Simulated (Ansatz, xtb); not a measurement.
Two isomers of C4H4N2OS2

Structure a: `O=C[C@@H](S)c1ncns1`, a singlet. Structure b: `O/C=C(/S)c1ncns1`, a singlet. Both are isolated molecules in the gas phase, relaxed with PBE0-D3(BJ)/def2-SVP; each stands in its lowest conformer found.

Question: Estimate which is lower in electronic energy at CCSD(T)/def2-SVP + ΔMP2/def2-TZVPP, and by roughly how much.

Answer: The CCSD(T)/def2-SVP + ΔMP2/def2-TZVPP calculation puts structure b lower, by 0.283 eV.

The same difference at several levels:

```csv
level,geometry,E(b) − E(a) (eV),departure from the last row (eV),"job, with rough time for the two"
PBE0-D3(BJ)/def2-SVP,PBE0-D3(BJ)/def2-SVP,−0.544,−0.261,"optimisation, 5 min"
HF/def2-SVP,PBE0-D3(BJ)/def2-SVP,−0.216,+0.067,part of the CCSD(T) run
MP2/def2-SVP,PBE0-D3(BJ)/def2-SVP,−0.210,+0.073,part of the CCSD(T) run
CCSD(T)/def2-SVP,PBE0-D3(BJ)/def2-SVP,−0.198,+0.085,single point
CCSD(T)/def2-SVP + ΔMP2/def2-TZVPP,PBE0-D3(BJ)/def2-SVP,−0.283,,"single point, 8.2 min"
```

As drawn, b has 1 C–O, 1 C=C, 1 O–H in place of 1 C=O, 1 C–C, 1 C–H.

The levels shown agree on the order. The largest departure from CCSD(T)/def2-SVP + ΔMP2/def2-TZVPP is that of PBE0-D3(BJ)/def2-SVP, 0.261 eV. No reliable frequencies are at hand for b, so it isn't confirmed as a minimum. Levels run at GFN2-xTB geometries aren't shown. The last row adds to CCSD(T) the change of the MP2 difference between the two basis sets, here −0.085 eV.

The correlated steps freeze 17 core orbitals. Programs: Ansatz 0.2.0, xtb 6.7.1; the last row on 2 threads of Intel(R) Xeon(R) Processor @ 2.50GHz (Skylake/Cascade Lake) on a shared host.
